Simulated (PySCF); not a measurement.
Species: C$_{2}$HClF$_{2}$ (charge 0, singlet). 
Geometry from a B3LYP-D3(BJ)/def2-TZVP (Ansatz) optimisation:
```
C
F 1 1.3142
C 1 1.3211 2 125.89
F 1 1.3214 2 110.95 3 180.00
H 3 1.0772 1 120.39 2 -180.00
Cl 3 1.7210 5 117.15 1 -180.00
```

Dispersion corrections to the total energy (kcal/mol) from the dftd3 and dftd4 libraries through PySCF: D3(BJ) without and D4 with the three-body term, each with the damping fitted for the functional named.

```tsv
functional	D3(BJ)	D4
PBE	(withheld)	-2.58
HSE06	-1.59	-1.98
BP86	(withheld)	-3.39
r2SCAN	-0.65	-0.61
TPSSh	-2.87	-3.17
B3LYP	-4.44	-4.18
revPBE	-6.52	(withheld)
```

What belongs in the gaps?


- PBE, D3(BJ): -2.49
- BP86, D3(BJ): -3.99
- revPBE, D4: -8.84
